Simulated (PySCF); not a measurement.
Mayer bond orders and bond lengths

C4H6NPSi.
SMILES with atom numbers: `[SiH3:1][c:2]1[cH:3][p:4][cH:5][cH:6][n:7]1` (hydrogens: H8, H9, H10 on Si1; H11 on C3; H12 on C5; H13 on C6)

Geometry (GFN2-xTB, Å), atoms numbered from 1 in this order:
```
atom  x, y, z in Å
Si1    2.250   -0.414    0.428
C2     0.450   -0.026   -0.033
C3     0.085    0.590   -1.218
P4    -1.544    0.966   -1.683
C5    -2.356    0.349   -0.280
C6    -1.700   -0.234    0.787
N7    -0.399   -0.415    0.915
H8     2.571    0.303    1.660
H9     3.110    0.045   -0.668
H10    2.374   -1.859    0.601
H11    0.872    0.861   -1.912
H12   -3.435    0.428   -0.245
H13   -2.282   -0.595    1.630
```

Bond orders from the PBE0/pcSseg-1 density (PySCF). Geometry: GFN2-xTB; no solvent, vibrations or thermal averaging.

(1) How far do the computed orders between heavy atoms stray from the drawn ones?

(2) Set the Mayer orders of the bonds between heavy atoms beside their lengths.

Results:

(1) The largest departure is 0.182, at C3–P4 (drawn aromatic, 1.318) and P4–C5 (drawn aromatic, 1.318), counting aromatic bonds as 1.5. Drawn single, order below 0.88: Si1–C2 (0.860). The bonds drawn aromatic range from 1.32 to 1.51.

(2) 
```csv
bond,drawn as,length (Å),Mayer order
Si1–C2,single,1.898,0.860
C2–C3,aromatic,1.385,1.378
C3–P4,aromatic,1.735,1.318
P4–C5,aromatic,1.735,1.318
C5–C6,aromatic,1.381,1.396
C6–N7,aromatic,1.319,1.511
N7–C2,aromatic,1.330,1.390
```

By pair of heavy elements: C–C: all 2 within 0.02 of one another (1.378 to 1.396). C–P: all 2 within 0.02 of one another (1.318 to 1.318). C–N: lowest N7–C2 (1.390, 1.330 Å), highest C6–N7 (1.511, 1.319 Å).

Problem. And the bonds to hydrogen?

Solution. H–Si: 0.93 to 0.95 (3 bonds); C–H: 0.93 to 0.97 (3 bonds).

Problem. Sum the orders of all bonds at each heavy atom with more than one neighbour and set the sums beside the valence in the SMILES.

Solution. Si1 3.681 (drawn 4), C2 3.628 (drawn 4), C3 3.627 (drawn 4), P4 2.636 (drawn 3), C5 3.653 (drawn 4), C6 3.875 (drawn 4), N7 2.901 (drawn 3). Orders between atoms that aren't bonded are not in these sums.

The Mayer order sums products of elements of PS (density times overlap matrix) between the two atoms' basis functions, so it depends on the basis set.
